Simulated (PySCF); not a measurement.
HIn, singlet, geometry from GFN2-xTB (such geometries of metal compounds can be far from the true shape) (core potentials on In).

The PySCF input:
```python
from pyscf import gto, scf, dft

mol = gto.Mole()
mol.atom = '''
    In   -0.000000   -0.000000   -0.039404
    H     0.000000    0.000000    1.930786
'''
mol.basis = 'def2-tzvp'
mol.ecp = {'In': 'def2-tzvp'}
mol.charge = 0
mol.spin = 0
mol.verbose = 3
mol.build()

mf = dft.RKS(mol)
mf.xc = 'lc_wpbe'
mf.kernel()
mf.analyze()
```

Task: What total energy does LC-WPBE/def2-TZVP in PySCF give?

Result: -190.729699 Ha

Task: What is the computed nuclear repulsion energy (LC-WPBE/def2-TZVP)?

Result: 5.6404 Eh

Task: What HOMO-LUMO gap does LC-WPBE/def2-TZVP give?

Result: 8.11 eV

Task: Predict the dipole moment from LC-WPBE/def2-TZVP.

Result: 1.26 D

Task: What HOMO energy does LC-WPBE/def2-TZVP give?

Result: -8.08 eV

Task: What number of basis functions does LC-WPBE/def2-TZVP give?

Result: 56
